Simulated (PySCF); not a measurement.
# Steps of a relaxation of [Pr(NH3)2]3+

[Pr(NH3)2]3+ (singlet in the valence; each metal's 4f electrons, 2 of them, lie in its core potential, out of spins and levels). PySCF 2.14.0, RKS BP86, Pr lcecp-1-SVP with ECP48, N def2-SVP, H def2-SVP; non-relativistic Hamiltonian with scalar-relativistic core potentials where named; density fitting; no spin-orbit coupling. Origin of the start: displaced along the imaginary mode. Columns: position (Å) and force (eV/Å). Energies are counted from the last step; some of the 19 steps are shown. Forces carry noise of the integration grid, about 0.01 to 0.03 eV/Å.

Run from Python with OMP_NUM_THREADS=2. Where DIIS fails, smearing, a level shift and second-order steps follow.
It took 66 s on 2 threads of Arm Neoverse V1, on a shared host, from the converged density of the start.

```xyz
9
step 0  E = 0.407 eV
Pr   -0.0046    0.0536    0.0000    -0.02    0.28    0.00
N     0.0188   -0.2169    2.5548     0.00   -0.13   -0.03
H     0.8380    0.2250    3.0427    -0.01   -0.02   -0.04
H    -0.7958    0.2252    3.0509     0.02   -0.03   -0.04
H     0.0214   -1.1846    2.9650     0.00    0.04   -0.07
N     0.0188   -0.2169   -2.5548     0.01   -0.07    0.03
H     0.8350   -0.7163   -2.9882    -0.01    0.00    0.05
H    -0.7927   -0.7166   -2.9963     0.01    0.00    0.05
H     0.0214    0.6985   -3.0740     0.00   -0.08    0.05
```

```xyz
9
step 6  E = 0.277 eV
Pr   -0.0251    0.3345   -0.0004    -0.03    0.35    0.01
N     0.0188   -0.2188    2.4949     0.01   -0.16   -0.07
H     0.8430    0.1748    3.0156    -0.01   -0.02   -0.06
H    -0.7927    0.1748    3.0357     0.02   -0.03   -0.06
H     0.0234   -1.2224    2.8054     0.00    0.03   -0.06
N     0.0191   -0.2191   -2.4952     0.01   -0.07    0.06
H     0.8398   -0.7571   -2.8693    -0.01    0.00    0.05
H    -0.7905   -0.7602   -2.8889     0.01   -0.01    0.05
H     0.0244    0.6445   -3.0978     0.00   -0.08    0.07
```

```xyz
9
step 12  E = 0.006 eV
Pr   -0.0812    1.0676    0.0006     0.00    0.04   -0.01
N     0.0169   -0.2060    2.1246     0.03    0.02    0.20
H     0.8576    0.0044    2.7245    -0.05   -0.04   -0.07
H    -0.7762   -0.0026    2.7870     0.02   -0.04   -0.05
H     0.0209   -1.2567    2.0874     0.00    0.05   -0.05
N     0.0185   -0.2021   -2.1289    -0.03    0.07   -0.19
H     0.8527   -0.8244   -2.2769    -0.02    0.01    0.01
H    -0.7873   -0.8468   -2.3350     0.04    0.02    0.03
H     0.0383    0.4177   -2.9832     0.01   -0.13    0.11
```

Problem. Where does the relaxation end?

Solution. It converges at step 18 in C1:
```xyz
9
step 18  E = 0
Pr   -0.0896    1.1577    0.0004
N     0.0166   -0.1965    2.0824
H     0.8620   -0.0290    2.6844
H    -0.7740   -0.0384    2.7569
H     0.0179   -1.2401    1.9710
N     0.0176   -0.1949   -2.0835
H     0.8527   -0.8237   -2.1881
H    -0.7853   -0.8517   -2.2525
H     0.0422    0.3676   -2.9710
```

Problem. How did the contacts change?

Solution. 
```tsv
contact	start (Å)	end (Å)
Pr1–N2 (NH3)	2.569	2.486
Pr1–N6 (NH3)	2.569	2.487
```


A frequency check found unstable modes (1, the lowest at -40 cm⁻¹), so the relaxed geometry is probably a saddle point. An lcecp potential fixes the number of 4f electrons, so in runs with it no electron can move into or out of that shell.
